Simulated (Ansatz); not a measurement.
Basis sets compared for Ag2Ge (the lowest singlet isomer of a short search). Charge 0, multiplicity 1. Geometry PBE0-D4/def2-TZVP. Ansatz on 4 threads of Arm Neoverse V1 on a shared host; times are rough, and most runs start from earlier orbitals.

Cartesian coordinates in Å:
```
Ag -1.4204 -0.8211 0.1157
Ag 0.5731 1.1209 -1.0584
Ge 0.8473 -0.2998 0.9427
```

In the def2 sets Ag takes a core potential; there is no spin–orbit coupling. The structure comes from a short search, and lower isomers may exist.

Binding counts from free atoms (Ag doublet, Ge triplet) in the same basis, without a counterpoise term.

```csv
level,functions,energy (Eh),HOMO (eV),LUMO (eV),binding per atom (eV),wall time
PBE-D4/def2-SVP,94,-2370.3916,-4.71,-3.91,1.45,0.95 s
PBE-D4/def2-TZVP,128,-2370.7316,-4.72,-3.90,1.48,1.2 s
r2SCAN-D4/def2-TZVP (with forces),128,-2371.0918,-4.80,-3.72,1.41,3.8 s
PBE0-D4/def2-SVP,94,-2370.3928,-5.30,-2.99,1.24,1.8 s
PBE0-D4/def2-TZVP,128,-2370.7284,-5.30,-2.97,1.27,2.4 s
```

Task: Estimate the rows for PBE-D4/def2-TZVPD, r2SCAN-D4/def2-TZVPD, PBE0-D4/def2-TZVPD.

Result: 
```csv
level,functions,energy (Eh),HOMO (eV),LUMO (eV),binding per atom (eV),wall time
PBE-D4/def2-TZVPD,134,-2370.7320,-4.74,-3.91,1.48,1.4 s
r2SCAN-D4/def2-TZVPD,134,-2371.0921,-4.81,-3.73,1.41,3.6 s
PBE0-D4/def2-TZVPD,134,-2370.7288,-5.31,-2.98,1.27,1.8 s
```
